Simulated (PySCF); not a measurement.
C₂H₆MgS (SMILES C[CH2][Mg][SH]), singlet, at a GFN2-xTB geometry (such geometries of metal compounds can be far from the true shape); PySCF with DF-PBE0/6-31G**.

Input for PySCF:
```python
from pyscf import gto, scf, dft

mol = gto.M(
    atom='''
Mg   -0.45187029   -0.31930665    0.93408260
C     0.24233337   -1.98911933   -0.17285771
C     0.77730266   -1.36646212   -1.45123235
H    -0.55192055   -2.70223823   -0.40624478
H     1.04150060   -2.52477661    0.34574123
H     1.57233784   -0.64739911   -1.22976359
H    -0.01771537   -0.84149341   -1.99002392
H     1.19009929   -2.12647353   -2.12004384
S    -0.19935611    1.89292032    0.17056308
H    -0.73997676    2.52082405    1.20687495
''',
    basis='6-31g**',
    verbose=4,
    max_memory=1800,
)

mf = dft.RKS(mol)
mf.xc = 'pbe0'
mf = mf.density_fit(auxbasis='def2-universal-jkfit')
mf.kernel()
```

Output, abridged:

```
PySCF version 2.14.0

[INPUT] verbose = 4
[INPUT] num. atoms = 10
[INPUT] num. electrons = 46
[INPUT] charge = 0
[INPUT] spin (= nelec alpha-beta = 2S) = 0
[INPUT] symmetry False subgroup None
[INPUT] Mole.unit = angstrom
[INPUT] Symbol           X                Y                Z      unit          X                Y                Z       unit  Magmom
[INPUT]  1 Mg    -0.451870290000  -0.319306650000   0.934082600000 AA   -0.853911091928  -0.603402118252   1.765160291722 Bohr   0.0
[INPUT]  2 C      0.242333370000  -1.989119330000  -0.172857710000 AA    0.457943700143  -3.758890762778  -0.326653730419 Bohr   0.0
[INPUT]  3 C      0.777302660000  -1.366462120000  -1.451232350000 AA    1.468889143296  -2.582239166393  -2.742431684609 Bohr   0.0
[INPUT]  4 H     -0.551920550000  -2.702238230000  -0.406244780000 AA   -1.042978682019  -5.106490178029  -0.767691373734 Bohr   0.0
[INPUT]  5 H      1.041500600000  -2.524776610000   0.345741230000 AA    1.968150892570  -4.771136318608   0.653356234670 Bohr   0.0
[INPUT]  6 H      1.572337840000  -0.647399110000  -1.229763590000 AA    2.971287892890  -1.223407011187  -2.323916383062 Bohr   0.0
[INPUT]  7 H     -0.017715370000  -0.841493410000  -1.990023920000 AA   -0.033477197495  -1.590192080526  -3.760600190133 Bohr   0.0
[INPUT]  8 H      1.190099290000  -2.126473530000  -2.120043840000 AA    2.248961719139  -4.018452582837  -4.006302229671 Bohr   0.0
[INPUT]  9 S     -0.199356110000   1.892920320000   0.170563080000 AA   -0.376728449159   3.577100980424   0.322317508162 Bohr   0.0
[INPUT] 10 H     -0.739976760000   2.520824050000   1.206874950000 AA   -1.398353414943   4.763667062717   2.280663122098 Bohr   0.0

nuclear repulsion = 168.837424987586
number of shells = 46
number of NR pGTOs = 198
number of NR cGTOs = 94
basis = 6-31g**
ecp = {}

******** <class 'pyscf.df.df_jk.DFRKS'> ********
method = DFRKS
initial guess = minao
damping factor = 0
level_shift factor = 0
DIIS = <class 'pyscf.scf.diis.CDIIS'>
diis_start_cycle = 1
diis_space = 8
diis_damp = 0
SCF conv_tol = 1e-09
SCF conv_tol_grad = None
SCF max_cycles = 50
direct_scf = False
XC library pyscf.dft.libxc version 7.1.2
    S. Lehtola, C. Steigemann, M. J. T. Oliveira, and M. A. L. Marques,  SoftwareX 7, 1–5 (2018)
XC functionals = pbe0
    C. Adamo and V. Barone,  J. Chem. Phys. 110, 6158 (1999)
    M. Ernzerhof and G. E. Scuseria,  J. Chem. Phys. 110, 5029 (1999)
radial grids:
    Treutler-Ahlrichs [JCP 102, 346 (1995); DOI:10.1063/1.469408] (M4) radial grids

becke partition: Becke, JCP 88, 2547 (1988); DOI:10.1063/1.454033
pruning grids: <function nwchem_prune>
grids dens level: 3
symmetrized grids: False
atomic radii adjust function: <function treutler_atomic_radii_adjust>
small_rho_cutoff = 0
Set gradient conv threshold to 3.16228e-05
Initial guess from minao.
tot grids = 124544
******** <class 'pyscf.df.df.DF'> ********
auxbasis = def2-universal-jkfit
init E= -677.748964482516
  HOMO = -0.28617491331873  LUMO = -0.101442867911688  gap/eV = 5.02681
cycle= 1 E= -677.644609375396  delta_E= 0.104  |g|= 0.505  |ddm|= 2.66
  HOMO = -0.161417895301957  LUMO = -0.0649338033662503  gap/eV = 2.62547
cycle= 2 E= -677.540613573699  delta_E= 0.104  |g|= 0.749  |ddm|= 1.46
  HOMO = -0.228776889457987  LUMO = -0.0727218233548759  gap/eV = 4.24647
cycle= 3 E= -677.731033595342  delta_E= -0.19  |g|= 0.0847  |ddm|= 0.89
  HOMO = -0.231064220714846  LUMO = -0.0723201510283511  gap/eV = 4.31965
cycle= 4 E= -677.733189047914  delta_E= -0.00216  |g|= 0.0288  |ddm|= 0.137
  HOMO = -0.232296756152762  LUMO = -0.0736971974189724  gap/eV = 4.31571
cycle= 5 E= -677.733479269233  delta_E= -0.00029  |g|= 0.0037  |ddm|= 0.043
  HOMO = -0.232280556234779  LUMO = -0.0729963197577024  gap/eV = 4.33434
cycle= 6 E= -677.733484222063  delta_E= -4.95e-06  |g|= 0.000996  |ddm|= 0.00682
  HOMO = -0.232481353558538  LUMO = -0.0730420116577202  gap/eV = 4.33857
cycle= 7 E= -677.733484541683  delta_E= -3.2e-07  |g|= 0.000165  |ddm|= 0.00152
  HOMO = -0.232479725659801  LUMO = -0.0730249849554578  gap/eV = 4.33898
cycle= 8 E= -677.733484551166  delta_E= -9.48e-09  |g|= 4.71e-05  |ddm|= 0.000307
  HOMO = -0.23247812848301  LUMO = -0.0730254725739683  gap/eV = 4.33893
cycle= 9 E= -677.733484551906  delta_E= -7.4e-10  |g|= 1.24e-05  |ddm|= 7.93e-05
  HOMO = -0.232475757838776  LUMO = -0.0730252019966651  gap/eV = 4.33887
Extra cycle  E= -677.73348455191  delta_E= -3.98e-12  |g|= 1.25e-05  |ddm|= 2.76e-05
converged SCF energy = -677.73348455191
```
